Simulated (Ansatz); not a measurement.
Reaction (redistribution): `[OH][Al]([SH])[O][SiH3]` + `OC(F)[SiH3]` → `[F][Al]([SH])[O][SiH3]` + `OC(O)[SiH3]`

Program: Ansatz. Geometries: PBE0-D4/def2-TZVP. ΔE: electronic, gas phase. CCSD(T)/CBS adds triple-zeta CCSD(T) − MP2 to the extrapolated MP2 energy (def2 sets, frozen cores). Functionals use def2-TZVPP. Each species was taken in one conformer, which may not be the lowest.

```
         level  ΔE (kJ/mol)
    r2SCANh-D4        -43.9
MP2/def2-TZVPP        -50.2
```

Task: What does CCSD(T)/CBS give? (An estimate is asked.)

Result: Ansatz gave: -49.2 kJ/mol. The listed levels differ from it by 5.3, -1.0 kJ/mol.

Largest T1 diagnostic among the species: 0.012.

Leaving LDA and LC-ωPBE aside and taking each functional with its dispersion term where it has one, the values, not all of them listed here, spread over 4.7 kJ/mol, from PBE-QIDH to CAM-B3LYP-D4. At CCSD(T), def2-SVP lies −4.7 kJ/mol from the extrapolated value and def2-TZVPP +1.3 kJ/mol. In def2-TZVPP, CCSD(T) changes the Hartree–Fock value by −6.4 kJ/mol (the triples alone add −0.4 kJ/mol) and MP2 by −8.7 kJ/mol.
